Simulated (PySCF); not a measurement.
# GeF₄ + SiF₂ → GeF₂ + SiF₄

Level: PBE in the def2-TZVP basis family, all electrons, no relativity, computed in PySCF with density fitting; open shells unrestricted.

```json
{"species": "GeF₄", "state and structure": "singlet, Td, Ge–F 1.716 Å (×4)", "E (Eh)": "-2476.02449", "ZPE (kJ/mol)": "24.3", "H(298 K) − H(0) (kJ/mol)": "17.8", "S° (J/(mol K))": "306.4"}
{"species": "SiF₂", "state and structure": "singlet, C2v, Si–F 1.624 Å (×2); F–Si–F 101.1°", "E (Eh)": "-489.04043", "ZPE (kJ/mol)": "11.6", "H(298 K) − H(0) (kJ/mol)": "11.4", "S° (J/(mol K))": "258.0"}
{"species": "GeF₂", "state and structure": "singlet, C2v, Ge–F 1.772 Å (×2); F–Ge–F 97.8°", "E (Eh)": "-2276.36612", "ZPE (kJ/mol)": "9.1", "H(298 K) − H(0) (kJ/mol)": "12.0", "S° (J/(mol K))": "272.7"}
{"species": "SiF₄", "state and structure": "singlet, Td, Si–F 1.580 Å (×4)", "E (Eh)": "-688.80966", "ZPE (kJ/mol)": "32.0", "H(298 K) − H(0) (kJ/mol)": "15.7", "S° (J/(mol K))": "285.1"}
```

What is the electronic reaction energy?

At PBE/def2-TZVP, ΔE = -291.1 kJ/mol from the differences of the total energies times 2625.5, downhill. The heavier germanium gives up the higher oxidation state, the inert-pair effect.

Add zero-point, thermal and entropy terms for 298.15 K and 1 bar.

ΔZPE = 5.2 and Δ[H(298) − H(0)] = -1.5 kJ/mol give ΔH° = -287.4 kJ/mol. ΔS° = -6.6 J/(mol K), so ΔG° = -287.4 − 298.15 × (-0.0066) = -285 kJ/mol.

The structures come from searches over a few start shapes, so lower isomers are not excluded.
